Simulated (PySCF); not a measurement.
PySCF 2.14 output of an unrestricted LDA calculation on a single atom or ion in cc-pVTZ-X2C (10s9p7d5f3g1h, 145 functions), with the spin-free X2C one-electron Hamiltonian (Gaussian nucleus):

```
SCF conv_tol = 1e-09
number electrons alpha = 32  beta = 27
    P. A. M. Dirac.,  Math. Proc. Cambridge Philos. Soc. 26, 376 (1930)
    F. Bloch.,  Z. Phys. 57, 545 (1929)
    S. H. Vosko, L. Wilk, and M. Nusair.,  Can. J. Phys. 58, 1200 (1980)
cycle= 1 E= -10011.4235706974  delta_E= -0.0307  |g|= 0.249  |ddm|= 0.357
cycle= 2 E= -10011.4112441494  delta_E= 0.0123  |g|= 0.408  |ddm|= 0.19
cycle= 3 E= -10011.4304930655  delta_E= -0.0192  |g|= 0.0116  |ddm|= 0.123
cycle= 4 E= -10011.4305101039  delta_E= -1.7e-05  |g|= 0.000932  |ddm|= 0.00414
cycle= 5 E= -10011.4305102381  delta_E= -1.34e-07  |g|= 4.26e-05  |ddm|= 0.000431
cycle= 6 E= -10011.4305102386  delta_E= -5.57e-10  |g|= 6.78e-06  |ddm|= 4e-05
converged SCF energy = -10011.4305102386  <S^2> = 8.7522442  2S+1 = 6.000748
```

The run itself started from symmetry-adapted Hartree-Fock orbitals and held the occupation by maximum overlap, on a logarithmic radial grid, so the iterations belong to that start.

Q: Which element, charge and spin multiplicity is this?

A: Pm²⁺ (promethium, charge +2), multiplicity 6; the state was [Xe] 4f5, one real determinant.

⟨L²⟩ = 24.01 against 30 for a pure H term, so this real determinant mixes terms. Spin-orbit coupling, absent here, splits the open shell strongly.
